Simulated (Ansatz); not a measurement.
The same molecule with X = F, Cl, Br. Ansatz, PBE0-D4/def2-TZVP geometries, multiplicity 1. Each molecule was computed in one conformer, which needn't be the lowest.

Scalar relativity is left out up to krypton.

| X | molecule | mean X–Al bond length / Å | LUMO energy (B3LYP/def2-TZVPP) / eV | HOMO energy (PBE/def2-TZVPP) / eV | HOMO–LUMO gap (ωB97M-V/def2-TZVPP) / eV |
| --- | --- | --- | --- | --- | --- |
| F | `[CH3][Al]([F])[SH]` | 1.650 | -0.63 | -6.64 | 11.21 |
| Br | `[CH3][Al]([SH])[Br]` | 2.257 | -1.00 | -6.65 | 10.88 |

Task: Give the row for X = Cl, `[CH3][Al]([SH])[Cl]`. (Best estimate.)

Result: The calculation gave: 
| X | molecule | mean X–Al bond length / Å | LUMO energy (B3LYP/def2-TZVPP) / eV | HOMO energy (PBE/def2-TZVPP) / eV | HOMO–LUMO gap (ωB97M-V/def2-TZVPP) / eV |
| --- | --- | --- | --- | --- | --- |
| Cl | `[CH3][Al]([SH])[Cl]` | 2.102 | -0.88 | -6.65 | 11.01 |

From F to Br the mean X–Al bond length rises at each step, by 0.607 Å in all; the LUMO energy (B3LYP/def2-TZVPP) falls at each step, by 0.37 eV in all; the HOMO energy (PBE/def2-TZVPP) hardly changes; the HOMO–LUMO gap (ωB97M-V/def2-TZVPP) falls at each step, by 0.33 eV in all. Bonds lengthen as the atom grows down the group.

B3LYP here is the variant with VWN-RPA as its local correlation; programs differ in this.

Spin–orbit coupling is left out; it splits and shifts lone-pair levels of the heavy atoms by tenths of an eV.
